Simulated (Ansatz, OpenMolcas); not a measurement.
Predicting a hybrid from its neighbours: CuCl (cuprous chloride)

CuCl has 2 atoms, charge 0, and is taken as a singlet. As SMILES, `[Cl][Cu]`. The shape is that of a PBE0-D4/def2-TZVP optimisation.

The vertical ionisation energy (to the doublet cation) y, in eV, basis cc-pVTZ; a is the functional's share of exact exchange. Programs: Ansatz 0.2.0, OpenMolcas 26.06.

```
functional     program     a  y (eV)
       PBE      Ansatz     0    9.84
    revPBE      Ansatz     0    9.74
     B3LYP  OpenMolcas   0.2       ?
      PBE0      Ansatz  0.25    9.95
     BHLYP  OpenMolcas   0.5    9.97
```

Question: Fit y = c + s·a to the known rows and predict B3LYP.

Answer: 
1. Means of the 4 rows: a = 0.1875, y = 9.875.
2. Σ(Δa)² = 0.17188, Σ(Δa·Δy) = 0.06625, so the slope is 0.06625/0.17188 = 0.38544.
3. Intercept: 9.875 − (0.38544) × 0.1875 = 9.803. The largest residual of the fit is 0.063.
4. B3LYP: 9.803 + (0.38544) × 0.2 = 9.88 eV.

The run gave 10.03 eV, so the prediction is off by -0.15 eV, more than the scatter of the fit. The rows mix families of semi-local functionals, which the line can't see.
